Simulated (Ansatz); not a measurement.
Born–Oppenheimer molecular dynamics of H₁₀OSi₄ (15 atoms, charge 0, multiplicity 1). It starts from a relaxed structure.

Theory: RKS PBE0/6-31G (Ansatz).

```json
{"ensemble": "NVT, Langevin thermostat", "time step": "0.5 fs", "steps asked": "100", "set temperature": "700 K", "friction": "0.05 /fs", "seed": "844688"}
```

Frames 2.5 fs apart, positions in Å, forces in eV/Å.

Velocities at 10 fs (Å/ps):

```
Si 1.08 -4.52 -1.21
Si 0.67 1.76 -2.64
O 4.41 6.70 0.64
Si -0.73 -0.18 1.15
Si -0.06 4.24 -1.86
H 10.13 -20.33 1.83
H -16.89 -28.46 -17.45
H -20.52 -8.34 28.26
H 1.75 12.27 5.18
H 5.00 -6.88 13.84
H 13.63 0.27 13.18
H 29.50 -9.66 6.77
H -14.24 -1.91 -32.98
H 18.61 3.25 -3.39
H -19.96 20.15 24.19
```

```xyz
15
Properties=species:S:1:pos:R:3:forces:R:3 time_fs=10 energy_less_start_eV=0.630 T=288
Si -2.633 0.881 1.524 -1.25 0.01 0.43
Si -0.521 1.556 0.745 0.90 0.07 1.03
O 0.554 0.194 0.547 -1.65 2.06 0.39
Si 1.262 -1.234 0.057 1.66 0.03 -0.43
Si 1.985 -1.149 -2.220 -1.81 -1.40 0.00
H -2.352 0.248 2.879 -0.17 0.09 -0.19
H -3.643 2.057 1.745 0.84 -0.39 -0.04
H -3.543 -0.076 0.743 0.62 0.11 0.03
H -0.658 2.294 -0.554 0.21 0.08 -0.08
H -0.023 2.596 1.941 -0.31 -1.26 -1.46
H 2.464 -1.310 0.965 -0.06 -0.39 -0.03
H 0.392 -2.421 0.157 -0.43 -0.40 0.20
H 2.896 -0.124 -2.612 0.78 1.38 -0.29
H 2.745 -2.413 -2.623 -0.43 0.10 0.16
H 0.607 -1.044 -2.996 1.12 -0.08 0.27
15
Properties=species:S:1:pos:R:3:forces:R:3 time_fs=12.5 energy_less_start_eV=0.677 T=321
Si -2.630 0.868 1.523 -0.83 -0.36 0.68
Si -0.521 1.562 0.746 0.91 -0.06 0.92
O 0.564 0.208 0.546 -1.53 1.64 0.24
Si 1.263 -1.237 0.056 2.33 0.54 0.14
Si 1.983 -1.142 -2.221 -1.32 -1.38 0.06
H -2.313 0.186 2.865 -0.24 0.36 -0.30
H -3.665 1.987 1.687 0.64 0.04 0.21
H -3.553 -0.100 0.819 0.51 -0.18 -0.33
H -0.644 2.325 -0.535 0.16 0.07 -0.16
H -0.014 2.573 1.925 -0.31 -1.11 -1.27
H 2.472 -1.335 1.011 -0.43 -0.25 -0.40
H 0.449 -2.437 0.195 -0.76 -0.64 0.13
H 2.897 -0.136 -2.685 0.60 1.27 -0.16
H 2.783 -2.406 -2.623 -0.71 0.24 0.20
H 0.587 -1.002 -2.925 0.98 -0.20 0.03
15
Properties=species:S:1:pos:R:3:forces:R:3 time_fs=15 energy_less_start_eV=0.615 T=458
Si -2.629 0.852 1.526 -0.44 -0.51 0.64
Si -0.524 1.569 0.749 0.79 -0.81 0.01
O 0.580 0.224 0.539 -1.36 1.35 0.11
Si 1.271 -1.239 0.048 2.05 0.65 0.78
Si 1.982 -1.134 -2.214 -0.64 -0.57 -0.41
H -2.291 0.114 2.827 -0.23 0.54 -0.07
H -3.647 1.972 1.636 0.44 0.14 0.37
H -3.533 -0.160 0.892 0.35 -0.23 -0.61
H -0.669 2.346 -0.524 0.12 0.02 -0.18
H 0.025 2.515 1.827 -0.11 -0.40 -0.37
H 2.445 -1.406 1.055 -0.43 -0.06 -0.59
H 0.440 -2.427 0.260 -0.72 -0.52 -0.08
H 2.908 -0.090 -2.764 -0.13 0.36 0.32
H 2.784 -2.412 -2.586 -0.78 0.34 0.11
H 0.553 -0.958 -2.864 1.09 -0.33 -0.03
15
Properties=species:S:1:pos:R:3:forces:R:3 time_fs=17.5 energy_less_start_eV=0.689 T=394
Si -2.629 0.835 1.530 -0.54 -0.29 0.66
Si -0.530 1.575 0.748 0.57 -1.61 -1.38
O 0.600 0.241 0.527 -1.30 1.17 0.03
Si 1.286 -1.238 0.038 1.21 0.62 1.14
Si 1.982 -1.129 -2.208 -0.32 0.32 -0.63
H -2.270 0.085 2.821 -0.25 0.65 -0.02
H -3.634 2.005 1.623 0.60 -0.32 0.34
H -3.503 -0.232 0.925 0.35 0.01 -0.62
H -0.685 2.369 -0.543 0.07 -0.20 0.12
H 0.089 2.463 1.721 0.26 0.52 0.71
H 2.387 -1.466 1.082 -0.04 0.05 -0.47
H 0.418 -2.413 0.303 -0.55 -0.27 -0.32
H 2.926 -0.046 -2.807 -0.61 -0.34 0.67
H 2.748 -2.417 -2.501 -0.56 0.10 -0.15
H 0.541 -0.927 -2.826 1.11 -0.40 -0.08
15
Properties=species:S:1:pos:R:3:forces:R:3 time_fs=20 energy_less_start_eV=0.718 T=544
Si -2.629 0.820 1.533 -0.34 0.16 0.51
Si -0.541 1.580 0.735 1.00 -1.88 -1.14
O 0.619 0.263 0.514 -1.22 0.75 -0.14
Si 1.298 -1.239 0.018 0.43 0.61 1.95
Si 1.980 -1.128 -2.209 0.35 1.14 -0.12
H -2.284 0.126 2.837 -0.20 0.47 0.16
H -3.596 2.024 1.605 0.48 -0.43 0.30
H -3.452 -0.262 0.909 0.21 -0.03 -0.61
H -0.668 2.375 -0.530 -0.15 -0.05 -0.28
H 0.180 2.465 1.629 0.15 0.64 0.93
H 2.336 -1.489 1.134 0.02 0.08 -0.69
H 0.384 -2.418 0.330 -0.18 0.16 -0.55
H 2.934 -0.011 -2.784 -0.71 -0.70 0.72
H 2.659 -2.419 -2.395 0.04 -0.63 -0.52
H 0.616 -0.927 -2.805 0.10 -0.28 -0.51
15
Properties=species:S:1:pos:R:3:forces:R:3 time_fs=22.5 energy_less_start_eV=0.818 T=608
Si -2.631 0.799 1.533 0.59 0.36 0.62
Si -0.556 1.583 0.720 2.08 -1.21 0.06
O 0.634 0.287 0.493 -1.11 0.27 -0.28
Si 1.309 -1.243 0.005 -0.06 0.92 2.30
Si 1.978 -1.128 -2.210 2.04 0.35 0.98
H -2.277 0.194 2.865 -0.20 0.28 0.21
H -3.524 2.002 1.586 -0.11 0.02 0.25
H -3.364 -0.294 0.887 -0.15 -0.40 -0.73
H -0.665 2.396 -0.507 -0.30 0.13 -0.72
H 0.285 2.521 1.590 -0.69 -0.20 0.23
H 2.319 -1.482 1.160 -0.03 0.03 -0.82
H 0.367 -2.432 0.296 0.02 0.36 -0.55
H 2.935 -0.040 -2.724 -0.34 -0.45 0.45
H 2.577 -2.472 -2.319 0.17 -0.50 -0.60
H 0.728 -0.957 -2.813 -1.91 0.04 -1.40
15
Properties=species:S:1:pos:R:3:forces:R:3 time_fs=25 energy_less_start_eV=0.816 T=503
Si -2.637 0.770 1.535 1.09 0.49 0.84
Si -0.565 1.581 0.708 2.66 -0.58 0.40
O 0.642 0.304 0.481 -0.83 -0.30 -0.34
Si 1.323 -1.248 0.002 -0.15 1.62 2.00
Si 1.983 -1.123 -2.210 1.23 -0.88 1.19
H -2.269 0.248 2.916 -0.33 0.23 -0.16
H -3.471 2.007 1.565 -0.37 0.00 0.17
H -3.269 -0.346 0.830 -0.25 -0.38 -0.57
H -0.666 2.413 -0.523 -0.35 -0.01 -0.52
H 0.371 2.544 1.572 -1.26 -0.61 -0.15
H 2.352 -1.519 1.131 -0.10 0.11 -0.77
H 0.379 -2.402 0.237 -0.26 -0.02 -0.34
H 2.899 -0.041 -2.638 0.37 0.08 0.04
H 2.505 -2.543 -2.280 0.17 0.20 -0.60
H 0.762 -0.977 -2.900 -1.61 0.05 -1.18
15
Properties=species:S:1:pos:R:3:forces:R:3 time_fs=27.5 energy_less_start_eV=0.805 T=579
Si -2.645 0.747 1.538 1.21 -0.11 0.47
Si -0.566 1.580 0.702 2.59 -0.06 0.13
O 0.648 0.319 0.478 -0.52 -0.70 -0.40
Si 1.341 -1.244 0.002 -0.88 2.23 1.06
Si 1.989 -1.125 -2.208 -1.40 -1.17 -0.02
H -2.278 0.297 2.969 -0.45 0.12 -0.59
H -3.437 1.999 1.543 -0.60 0.09 0.10
H -3.205 -0.391 0.709 0.02 0.30 0.15
H -0.667 2.465 -0.549 -0.31 -0.45 0.08
H 0.387 2.529 1.585 -1.36 -0.61 -0.25
H 2.345 -1.543 1.062 0.50 0.02 -0.05
H 0.396 -2.369 0.172 -0.59 -0.41 -0.14
H 2.856 -0.009 -2.523 0.87 0.49 -0.29
H 2.461 -2.570 -2.292 0.33 0.37 -0.58
H 0.701 -0.989 -3.054 0.60 -0.11 0.33
15
Properties=species:S:1:pos:R:3:forces:R:3 time_fs=30 energy_less_start_eV=1.065 T=455
Si -2.650 0.732 1.544 0.80 -0.42 -0.19
Si -0.563 1.585 0.697 1.92 -0.08 -0.22
O 0.653 0.338 0.483 -0.15 -1.10 -0.49
Si 1.355 -1.242 0.004 -1.72 3.09 -0.02
Si 1.987 -1.129 -2.213 -1.77 0.05 -0.81
H -2.315 0.314 3.011 -0.47 0.07 -0.89
H -3.445 2.019 1.538 -0.37 -0.40 0.04
H -3.162 -0.464 0.599 0.29 1.19 1.01
H -0.670 2.507 -0.563 -0.27 -0.70 0.39
H 0.314 2.503 1.598 -0.94 -0.25 0.01
H 2.344 -1.524 1.004 1.19 -0.26 0.76
H 0.378 -2.309 0.088 -0.89 -0.88 0.12
H 2.885 0.048 -2.400 0.31 -0.18 -0.33
H 2.468 -2.539 -2.324 0.55 -0.06 -0.55
H 0.666 -1.017 -3.203 1.52 -0.05 1.18
15
Properties=species:S:1:pos:R:3:forces:R:3 time_fs=32.5 energy_less_start_eV=1.044 T=568
Si -2.650 0.710 1.543 0.48 0.08 0.05
Si -0.552 1.588 0.694 0.97 -0.58 -0.53
O 0.663 0.348 0.495 0.04 -1.28 -0.56
Si 1.360 -1.236 0.003 -2.44 2.66 -0.31
Si 1.977 -1.131 -2.219 -0.66 0.90 -0.98
H -2.395 0.253 3.052 -0.37 0.22 -1.34
H -3.477 2.047 1.571 0.07 -1.11 -0.07
H -3.115 -0.483 0.552 0.17 1.26 1.12
H -0.682 2.513 -0.568 -0.21 -0.75 0.45
H 0.218 2.472 1.614 -0.31 0.33 0.50
H 2.383 -1.502 0.954 1.30 -0.35 0.94
H 0.350 -2.321 0.046 -0.41 -0.39 0.26
H 2.947 0.083 -2.322 -0.36 -0.86 -0.32
H 2.550 -2.506 -2.371 0.39 -0.01 -0.44
H 0.736 -0.984 -3.279 1.33 -0.10 1.23
15
Properties=species:S:1:pos:R:3:forces:R:3 time_fs=35 energy_less_start_eV=0.670 T=700
Si -2.649 0.684 1.544 0.36 1.47 0.43
Si -0.545 1.591 0.689 0.16 -1.13 -0.44
O 0.674 0.351 0.509 0.06 -1.21 -0.71
Si 1.357 -1.226 -0.007 -1.80 1.45 0.80
Si 1.962 -1.139 -2.226 0.77 0.82 -0.53
H -2.502 0.206 3.021 -0.08 0.14 -0.90
H -3.534 2.034 1.598 0.45 -1.44 -0.18
H -3.090 -0.422 0.606 -0.25 0.27 0.25
H -0.757 2.519 -0.539 -0.01 -0.69 0.28
H 0.158 2.430 1.642 0.13 0.79 0.85
H 2.483 -1.516 0.944 0.03 -0.03 -0.12
H 0.310 -2.353 0.058 0.24 0.33 0.28
H 2.989 0.039 -2.293 -0.51 -0.79 -0.28
H 2.607 -2.475 -2.454 0.22 -0.01 -0.20
H 0.877 -0.971 -3.288 0.21 0.03 0.47
15
Properties=species:S:1:pos:R:3:forces:R:3 time_fs=37.5 energy_less_start_eV=0.688 T=506
Si -2.649 0.668 1.541 1.18 2.93 0.99
Si -0.533 1.589 0.684 0.07 -1.31 0.98
O 0.680 0.348 0.516 0.06 -1.03 -0.80
Si 1.352 -1.213 -0.013 -0.97 0.91 1.21
Si 1.952 -1.143 -2.233 2.25 -0.18 0.58
H -2.622 0.199 2.950 0.23 -0.29 0.22
H -3.559 1.918 1.617 0.17 -0.60 -0.26
H -3.098 -0.312 0.658 -0.98 -1.63 -1.43
H -0.814 2.496 -0.474 0.04 -0.19 -0.46
H 0.139 2.427 1.699 -0.04 0.47 0.39
H 2.556 -1.533 0.925 -0.67 0.21 -0.61
H 0.326 -2.355 0.076 0.19 0.36 0.30
H 2.999 -0.025 -2.272 -0.22 -0.38 -0.28
H 2.629 -2.491 -2.515 -0.05 0.40 0.09
H 1.023 -0.974 -3.299 -1.28 0.33 -0.92
```

Of the whole run (50 fs, mean temperature of the second half 570 K): The mean temperature of the second half is 19 % below the set value. A run of 0.05 ps of so small a system gives no equilibrium averages. Limits of this set-up: no polarisation functions.

The run took 6.5 min on 1 thread of Arm Neoverse V2, on a shared host, peak memory 0.18 GiB.
